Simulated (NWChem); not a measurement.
Molecule: CH$_{6}$AlNO; SMILES [NH]([AlH][OH])C

```xyz
10

Al    -0.6001    -0.7484     0.0000
H     -2.0010    -1.4855     0.0000
N     -0.5288     1.0211     0.0000
C      0.6342     1.8782     0.0000
H     -1.3974     1.5468     0.0000
H      0.6836     2.5337     0.8899
H      0.6836     2.5337    -0.8899
H      1.5505     1.2686     0.0000
O      0.8953    -1.5706     0.0000
H      1.0160    -2.5201     0.0000
```
Atoms are numbered in this order, from 1.

Computed with NWChem. Geometry: optimised at PBE0/def2-SVP. LC-ωPBE (HJS hole) with def2-SVP; x = 1 − exp(−ω/0.25 bohr⁻¹) is a scale chosen for this fit.

```csv
row,x,−ε(HOMO) (eV)
ω = 0.15,0.451,7.24
ω = 0.25,0.632,withheld
ω = 0.30,0.699,8.64
ω = 0.35,0.753,8.98
ω = 0.50,0.865,9.72
```

### Question
Fit a straight line of the last column on the one before it, predict the withheld value, and compare with the run.

### Answer

1. Means of the 4 shown rows: x = 0.6920, y = 8.645. Slope Σ(x − x̄)(y − ȳ)/Σ(x − x̄)² = 0.5450/0.09178 = 5.938; intercept 4.536.
2. The shown rows scatter about the line by 0.038 (root mean square); the largest residual is +0.05, at ω = 0.50.
3. At x = 0.632 (ω = 0.25; inside the shown range) the line gives 8.29.
4. The run gives 8.25, -0.04 from the line, 1.0 times the scatter.
